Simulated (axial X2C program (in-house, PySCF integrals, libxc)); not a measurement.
# Density and ELF of SnSe⁻

Calculated with an in-house all-electron X2C program for linear molecules (integrals from PySCF). Two-component (2c) means X2C with spin–orbit coupling and atomic mean-field two-electron Coulomb and Gaunt terms. Basis: Sn dyall-acv3z [12s13p10d5f1g], Se dyall-acv3z [9s10p7d5f1g] (cores contracted in-house); Gaussian nuclei, density fitting, unrestricted open shells. Masses: Sn 119.902 u, Se 79.917 u.

PBE0, with spin–orbit coupling, state Ω = 1/2 (⟨Sz⟩ = -0.50, ⟨Lz⟩ = 1.00 at PBE0); Sn at z = 0, Se at z = 2.439 Å.

The maps cover the half plane through the axis: z from -2.4 to 4.8 Å along the bond, ρ from 0.15 to 2.25 Å away from it.

log10 of the density in e/bohr³:

```
 ρ\z  -2.4  -1.8  -1.2  -0.6   0.0   0.6   1.2   1.8   2.4   3.0   3.6   4.2   4.8
0.15  -2.8  -2.1  -1.4  -0.1   1.8  -0.1  -1.1  -0.6   1.4  -0.4  -1.4  -2.2  -3.1
0.45  -2.9  -2.2  -1.5  -0.5   0.4  -0.5  -1.2  -0.8   0.1  -0.7  -1.5  -2.3  -3.1
0.75  -2.9  -2.3  -1.6  -1.0  -0.5  -1.1  -1.4  -1.1  -0.8  -1.0  -1.6  -2.4  -3.2
1.05  -3.0  -2.4  -1.9  -1.4  -1.2  -1.5  -1.6  -1.4  -1.2  -1.4  -1.9  -2.6  -3.3
1.35  -3.2  -2.6  -2.1  -1.8  -1.6  -1.8  -1.9  -1.7  -1.6  -1.7  -2.2  -2.8  -3.4
1.65  -3.3  -2.8  -2.4  -2.1  -2.0  -2.1  -2.2  -2.1  -2.0  -2.1  -2.5  -3.0  -3.6
1.95  -3.5  -3.0  -2.6  -2.4  -2.3  -2.4  -2.5  -2.4  -2.4  -2.5  -2.8  -3.3  -3.8
2.25  -3.6  -3.2  -2.9  -2.7  -2.6  -2.7  -2.8  -2.8  -2.7  -2.9  -3.1  -3.5  -4.0
```

Electron localisation function (collinear form, no current term, damped to 0 at low density):

```
 ρ\z  -2.4  -1.8  -1.2  -0.6   0.0   0.6   1.2   1.8   2.4   3.0   3.6   4.2   4.8
0.15  0.34  0.75  0.52  0.60  0.75  0.61  0.50  0.17  0.24  0.20  0.77  0.45  0.09
0.45  0.31  0.73  0.58  0.39  0.76  0.37  0.52  0.35  0.48  0.28  0.78  0.43  0.08
0.75  0.27  0.70  0.68  0.27  0.40  0.21  0.52  0.68  0.32  0.71  0.76  0.39  0.07
1.05  0.22  0.65  0.75  0.44  0.26  0.26  0.48  0.74  0.78  0.83  0.69  0.33  0.05
1.35  0.17  0.58  0.77  0.67  0.47  0.36  0.39  0.66  0.78  0.77  0.60  0.25  0.03
1.65  0.11  0.48  0.73  0.75  0.61  0.37  0.28  0.52  0.67  0.65  0.46  0.16  0.02
1.95  0.06  0.35  0.63  0.70  0.58  0.30  0.18  0.36  0.51  0.49  0.31  0.08  0.01
2.25  0.03  0.21  0.49  0.59  0.47  0.22  0.11  0.20  0.33  0.31  0.16  0.03  0.00
```

Axial spin density in 10⁻³ e/bohr³:

```
 ρ\z  -2.4  -1.8  -1.2  -0.6    0.0   0.6   1.2  1.8   2.4   3.0   3.6   4.2  4.8
0.15   0.1   0.4   1.2   0.5  -20.5   0.1   0.2  0.9  -2.2   0.6   0.6   0.1  0.0
0.45   0.1   0.2   0.1  -0.5   -2.4  -1.4   0.0  0.7  -0.6  -1.2   0.2   0.1  0.0
0.75   0.0  -0.2  -1.2  -4.1   -3.6  -3.8  -0.2  0.4  -3.2  -2.3  -0.2   0.0  0.0
1.05  -0.1  -0.4  -1.9  -5.7   -7.8  -4.3  -0.3  0.3  -1.8  -1.6  -0.3   0.0  0.0
1.35  -0.1  -0.5  -1.9  -4.8   -6.2  -3.2  -0.3  0.3  -0.7  -0.8  -0.3  -0.1  0.0
1.65  -0.1  -0.5  -1.5  -3.2   -3.8  -2.0  -0.3  0.2  -0.2  -0.4  -0.2   0.0  0.0
1.95  -0.1  -0.4  -1.0  -1.9   -2.1  -1.2  -0.2  0.1   0.0  -0.1  -0.1   0.0  0.0
2.25  -0.1  -0.3  -0.7  -1.1   -1.2  -0.7  -0.1  0.1   0.0  -0.1   0.0   0.0  0.0
```

One determinant describes the state; a PBE0 search over occupations chose it and may have missed a lower one. Density functionals use the spin component along the axis (collinear). Without a current term, density functionals place determinants with orbital angular momentum somewhat too high. The highest occupied level of some functionals is positive through self-interaction error; at Hartree–Fock it is bound.
